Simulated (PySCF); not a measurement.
# Cr²⁺ (chromium, charge +2): UHF calculation

Configuration: [Ar] 3d3 4p1, one real determinant (an excited configuration). All numbers are calculated (PySCF 2.14, scalar relativity by spin-free X2C-1e, in ANO-RCC-VTZP (6s5p3d2f1g, 59 functions)).

```
Total energy                                                  : -1048.470973 hartree
One-electron energy                                           : -1421.3025 hartree
Hartree (Coulomb) energy                                      : 420.1719 hartree
Exchange energy                                               : -47.3403 hartree
⟨S²⟩                                                          : 6.0025
⟨L²⟩                                                          : 14.032
Sum of ⟨r⟩                                                    : 16.17 bohr
Sum of ⟨r²⟩                                                   : 24.74 bohr²
Traceless quadrupole moment −½Σ⟨3z² − r²⟩ along its main axis : -4.51 e·bohr²
Langevin diamagnetic susceptibility                           : -19.6 ×10⁻⁶ cm³/mol
```

```tsv
shell	electrons	mean orbital energy (eV)	spread (eV)	rms radius, mean of both spins (bohr)
1s α	1	-6073.2	0	0.0734
1s β	1	-6073.1	0	0.0734
2s α	1	-756.83	0	0.316
2s β	1	-754.61	0	0.316
2p α	3	-638.06	0.097	0.287
2p β	3	-635.78	0.122	0.287
3s α	1	-125.69	0	0.954
3s β	1	-118.71	0	0.954
3p α	3	-90.919	0.117	1.02
3p β	3	-82.426	0.449	1.02
3d α	3	-40.924	0.179	1.23
4p α	1	-18.625	0	3.38
```

⟨L²⟩ = 14.03 against 20 for a pure G term, so this real determinant mixes terms.

Densities and radii are taken from the X2C orbitals without a picture-change correction, which distorts them close to the nucleus.

Spin-orbit constants ζ (cm⁻¹) from the X2C one-electron operator on these orbitals: bare nucleus, nucleus screened by l(l+1)(2l+1)/3 electrons, and screened by the Breit-Pauli mean field of the electrons.

| shell | bare | screened nucleus | mean field |
| --- | --- | --- | --- |
| 2p | 49400 | 45290 | n/a |
| 3p | 6027 | 5525 | n/a |
| 3d | 539.1 | 314.5 | n/a |
| 4p | 426.9 | 391.3 | n/a |

To first order the Landé constant is A = 83.42 cm⁻¹, so the lowest level has J = 2 and lies 0.103 eV below the centre of the term. This holds in LS coupling only.
